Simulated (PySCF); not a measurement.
## From computed data to an observable: refractive index and permittivity of the vapour

AlGeH5O3, SMILES [OH][Al]([OH])[O][GeH3].

Geometry: ωB97X-D3(BJ)/def2-SVP. The structure was generated by enumeration; whether it is a known compound was not checked. Other conformers were not sampled.

ωB97X/def2-TZVP (PySCF) gives a mean static polarisability of 59.1 bohr³ and a dipole moment of 2.53 D. Take an ideal gas at 298.15 K and 0.01 bar, whether or not the substance is that volatile.

Q: Work out n − 1 in the optical limit and the static ε − 1.

A: 
Polarisability volume α' = 59.1 × 0.148185 = 8.76 Å³. Number density N = p/kT = 2.43e-7 Å⁻³.
Dilute limit of Lorentz–Lorenz: n − 1 = 2π N α' = 1.3e-5.
Orientation term of Debye: μ²/(3kT) = 8.098 Å³ × μ²(D²) = 51.83 Å³.
ε − 1 = 4π N (α' + μ²/3kT) = 0.00018. Orientation of the dipole supplies 86 % of the static response; it can't follow optical fields. Vibrational polarisation and dispersion are left out.
